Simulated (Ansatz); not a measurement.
Basis-set extrapolation for CH₈N₂Si (`NCN[SiH3]`) (PBE0-D4/def2-TZVP geometry, frozen core, the Gaussian-basis code of Ansatz). Multiplicity 1, RHF reference.

```csv
,def2-TZVPP,def2-QZVPP
HF,-440.440033,-440.457057
MP2 correlation,-0.732095,-0.783133
CCSD(T) correlation,-0.805710,not run
```

Energies in hartree. Use E(X) = E(∞) + A·exp(−7.88·√X) for Hartree–Fock and E(X) = E(∞) + B·X^(−2.97) for correlation, with X = 3 and 4, and add CCSD(T) minus MP2 of the smaller set to the MP2 limit.

Q: What is the CCSD(T) energy at the basis-set limit?

A: HF limit: -440.457057 + (-0.017024) × 0.13774 = -440.45940. MP2 limit: -0.783133 + (-0.051038) × 0.74074 = -0.82094. Higher-order term: -0.805710 − (-0.732095) = -0.07361. Total: -441.35395 hartree, 2.94 eV below CCSD(T)/def2-TZVPP.
